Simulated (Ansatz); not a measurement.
Process, species as SMILES: [F][Fe]([F])[F] (sextet) -> [F][Fe][F] (quintet) + F atom (the F-Fe bond at the site shown breaks; other sites are not compared here)
Geometries: B3LYP-D3(BJ)/def2-TZVP minima from Ansatz (an electronic-structure program). [F][Fe]([F])[F] (sextet): The spin state was set by rule; other spins were not relaxed. [F][Fe][F] (quintet): The spin state was set by rule; other spins were not relaxed. A spin state is the lowest found, not a proven ground state.

Quantity: bond dissociation energy (electronic energy difference), in eV. Valence correlation only, unless marked. Open shells are spin-unrestricted. No spin-orbit coupling. Frozen are the shells of the preceding noble gas and the d and f shells that filled before the atom's block. Non-relativistic. Basis-set limits of correlation are two-point, X^-3; Hartree-Fock from the larger set. [CCSD(T)-MP2]/basis is that difference in the basis named.

```csv
level,program,bond dissociation energy (eV)
SVWN5/def2-TZVPD,Ansatz,___
BLYP-D4/def2-TZVPD,Ansatz + dftd4,___
revPBE-D4/def2-TZVPD,Ansatz + dftd4,3.67
r2SCAN-D3(BJ)/def2-TZVPD,Ansatz + dftd3,3.88
PBE0/STO-3G,Ansatz,2.99
PBE0/def2-SVP,Ansatz,3.36
PBE0-D3(BJ)/def2-TZVPD,Ansatz + dftd3,3.34
PBE0-D4/def2-TZVP,Ansatz + dftd4,3.29
r2SCANh-D4/def2-TZVPD,Ansatz + dftd4,3.67
CAM-B3LYP-D4/def2-TZVPD,Ansatz + dftd4,3.32
LC-wPBE-D3(BJ)/def2-TZVPD,Ansatz + dftd3,3.20
wB97M-V/def2-TZVPD,Ansatz,3.26
B2GP-PLYP-D4/def2-TZVPD,Ansatz + dftd4,___
B2PLYP-D3(BJ)/def2-TZVPD,Ansatz + dftd3,___
SCS-MP2/def2-SVPD,Ansatz,3.46
CCSD/def2-SVPD,Ansatz,3.46
CCSD/def2-TZVPP,Ansatz,3.29
"RI-MP2/CBS(def2-TZVPP,def2-QZVPP)+[CCSD(T)-MP2]/def2-TZVPP",Ansatz,3.67
```

Question: Fill in the missing entries.

Answer: 
- SVWN5/def2-TZVPD, bond dissociation energy (eV): 4.75
- BLYP-D4/def2-TZVPD, bond dissociation energy (eV): 3.73
- B2GP-PLYP-D4/def2-TZVPD, bond dissociation energy (eV): 3.40
- B2PLYP-D3(BJ)/def2-TZVPD, bond dissociation energy (eV): 3.45
